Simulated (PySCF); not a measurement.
Positional isomers: butadiene chloro+silyl. Gas-phase values, no solvent. One relaxed conformer stands for each flexible species; it need not be the lowest. Strings in code marks are SMILES.

Calculation: PBE-D3(BJ)/def2-TZVP // CAM-B3LYP-D3(BJ)/def2-TZVP run with PySCF. All candidates: neutral, multiplicity 1. Delta-SCF ions had no search for a lower state. Excitations are Tamm–Dancoff values on a coarser integration grid. The basis has no diffuse functions, so Rydberg states are missing or too high.

```
Property                                       Result
-------------------------------------------  --------
brightest of the four lowest singlets (TDA)   5.63 eV
vertical ionisation energy (Delta-SCF)        8.81 eV
HOMO                                         -6.19 eV
```

Problem. Identify which member has these values.
A. `C=C(Cl)/C=C/[SiH3]` (Cl–C–C–C torsion 0°)
B. `C=C/C=C(/[SiH3])Cl` (C–C–C–C torsion 180°)
C. `C=C([SiH3])/C=C/Cl` (Si–C–C–C torsion 0°)
D. `[SiH3]/C=C/C=C/Cl` (C–C–C–C torsion 180°)

Solution. A, `C=C(Cl)/C=C/[SiH3]` (Cl–C–C–C torsion 0°). The others give `[SiH3]/C=C/C=C/Cl` (C–C–C–C torsion 180°): 5.27 eV, 8.50 eV, -5.92 eV; `C=C/C=C(/[SiH3])Cl` (C–C–C–C torsion 180°): 5.09 eV, 8.59 eV, -5.95 eV; `C=C([SiH3])/C=C/Cl` (Si–C–C–C torsion 0°): 5.21 eV, 8.63 eV, -5.94 eV
